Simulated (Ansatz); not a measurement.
CH₅MoNO₃, SMILES `C[O][Mo]([NH2])(=[O])=[O]`. Total charge 0; spin multiplicity 1. Mo takes the def2 core potential. The structure was optimised at the PBE0-D4/def2-TZVP level. It is one conformer, not always the lowest.

```xyz
11

C     1.736   -0.844   -0.568
O     0.345   -0.770   -0.763
Mo   -1.041   -0.239    0.358
N    -1.329    1.662    0.216
O    -0.606   -0.580    1.947
O    -2.447   -1.039   -0.103
H     2.203    0.113   -0.820
H     2.140   -1.616   -1.227
H     1.978   -1.097    0.469
H    -0.942    2.333    0.862
H    -2.037    2.076   -0.372
```

What is the dipole moment at r2SCAN/def2-TZVPP? (Estimate.)

Computed: 4.06 D, with components (2.35, 3.10, -1.15) D in this frame, pointing from negative to positive charge.

And with PBE, B3LYP, ωB97M-V? (An estimate is asked.)

The calculation gave: PBE 3.96 D, B3LYP 4.08 D, ωB97M-V 4.02 D.

Give the Mulliken charges with r2SCAN, PBE, ωB97M-V in def2-TZVPP. (Estimate.)

Ansatz gave: 
| atom | r2SCAN | PBE | ωB97M-V |
| --- | --- | --- | --- |
| C1 | 0.04 | -0.11 | -0.15 |
| O2 | -0.50 | -0.43 | -0.49 |
| Mo3 | 1.51 | 1.33 | 1.48 |
| N4 | -0.57 | -0.52 | -0.48 |
| O5 | -0.53 | -0.48 | -0.51 |
| O6 | -0.54 | -0.49 | -0.53 |
| H7 | 0.06 | 0.10 | 0.12 |
| H8 | 0.07 | 0.11 | 0.13 |
| H9 | 0.08 | 0.11 | 0.13 |
| H10 | 0.19 | 0.18 | 0.15 |
| H11 | 0.19 | 0.19 | 0.15 |

B3LYP here is the variant with VWN-RPA as its local correlation; programs differ in this.
